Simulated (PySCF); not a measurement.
C₆H₃ClO₂.
Numbering: `[O:1]=[C:2]1[CH:3]=[CH:4][C:5]([Cl:6])=[CH:7][C:8]1=[O:9]` (hydrogens: H10 on C3; H11 on C4; H12 on C7)

Structure used (GFN2-xTB), in Å, numbered top down from 1:
```
atom  x, y, z in Å
O1    -2.7196   -0.0594   -0.0087
C2    -1.5114   -0.0448   -0.0045
C3    -0.6986   -1.2685   -0.0248
C4     0.6409   -1.2337   -0.0247
C5     1.3535    0.0237   -0.0011
Cl6    3.0689   -0.0647   -0.0014
C7     0.7159    1.2091    0.0203
C8    -0.7429    1.2908    0.0206
O9    -1.3421    2.3419    0.0403
H10   -1.2433   -2.2013   -0.0406
H11    1.2280   -2.1401   -0.0402
H12    1.2517    2.1464    0.0388
```

Method: TDDFT PBE0/def2-SVPD, vertical, gas phase, core orbitals frozen in the response in PySCF 2.14.0, density-fitted response routines.

Ground-to-excited transition dipoles (e·a0, same axes as the geometry; the sign carries no meaning), for the states with f of 0.002 or more among the lowest 5:

```csv
state,E (eV),μx,μy,μz
S2,3.031,0.037,0.688,0.013
S5,4.832,1.145,-0.139,-0.002
```

Task: Work out the oscillator strengths.

Result: f = (2/3) ΔE |μ|² with ΔE in hartree (27.2114 eV).

```
state  |μ|² (au)  |μ| (D)      f
   S2      0.475     1.75  0.035
   S5      1.332     2.93  0.158
```

Task: The point group is Cs. Which irreducible representation does each state belong to?

Result: The ground state is totally symmetric, so the direction of μ fixes the label. Polarised in the mirror plane, so A′: S2 and S5.

Task: What angle do the transition dipoles of S2 and S5 make?

Result: |cos θ| = |μa·μb| / (|μa| |μb|) = 0.07, so θ ≈ 86° (taken between 0 and 90°, since the signs are arbitrary).

Task: How is the summed strength of these states shared among x, y and z?

Result: (2/3) Σ ΔE μα² gives 0.155 for x, 0.037 for y and 0.000 for z, 0.193 in all.

Task: What peak molar absorption coefficient would the strongest computed level give as a lone Gaussian band 0.3 eV wide at half height?

Result: ε(max) = 2.175×10⁸ f / FWHM, with the width in cm⁻¹. S5: 2.175×10⁸ × 0.1576 / 2420 ≈ 14000 L mol⁻¹ cm⁻¹.

Hardware: Arm Neoverse V1, one thread, no GPU, shared host. Cost: 33 s wall, 0.93 GiB resident at most.
